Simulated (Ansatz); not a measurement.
Frontier orbitals of CH₂BClF₂, SMILES `FBC(F)Cl`.

The species carries charge 0 and has multiplicity 1. The structure was optimised at the PBE0-D4/def2-TZVP level. It is one conformer, not always the lowest. Basis def2-TZVPP, the Gaussian-basis code of Ansatz.

Orbital energies of one run (eV). Highest occupied ones, from the top: -8.39, -9.22, -9.72, -10.63, -11.34, -13.10, -13.24, -13.81, -14.50, -14.96, -16.02, -19.03, -24.10, -34.14. Empty: -1.76, 0.13, 0.93, 1.39, 1.96, 2.73.

Task: Which functional gave them?
A. BHLYP
B. PBE0
C. HSE06 (plane-wave form)
D. r2SCAN0

Result: C. HOMO energies: HSE06 -8.39, r2SCAN0 -9.02, PBE0 -8.80, BHLYP -10.21 eV.
